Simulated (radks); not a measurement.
Correlation energies from several functionals, in hartree. Species: H 1s1; Sr2+ [Kr]; Gd3+ [Xe] 4f7; Ge4+ [Ar] 3d10. Method: non-relativistic Kohn-Sham, exchange-only PBE, spin-polarised, spherical densities, point nucleus; computed with a radial shooting solver on a logarithmic mesh with Libxc functionals. Every spin shell is full or empty, so the densities are truly spherical. Functionals are evaluated on that one density, not self-consistently.

functional           H     Sr2+     Gd3+     Ge4+
PW92         -0.021905  -3.3781  -6.1704  -2.6707
VWN5         -0.021864  -3.3934  -6.1969  -2.6835
PZ           -0.022044  -3.3762  -6.1632  -2.6669
Wigner               0  -1.9261  -3.2262  -1.5129
PBE         -0.0056346  -1.8140  -3.5175  -1.4072
LYP                  0  -1.7928  -3.2243  -1.4040
P86         -0.0023198  -2.0636  -3.9702  -1.5950
AM05         -0.019126  -3.1257  -5.7834  -2.4668
SCAN                 0  -1.8046  -3.5438  -1.4002
r2SCAN               0  -1.8202  -3.5607  -1.4087
Tao-Mo               0  -1.7360  -3.4229  -1.3448
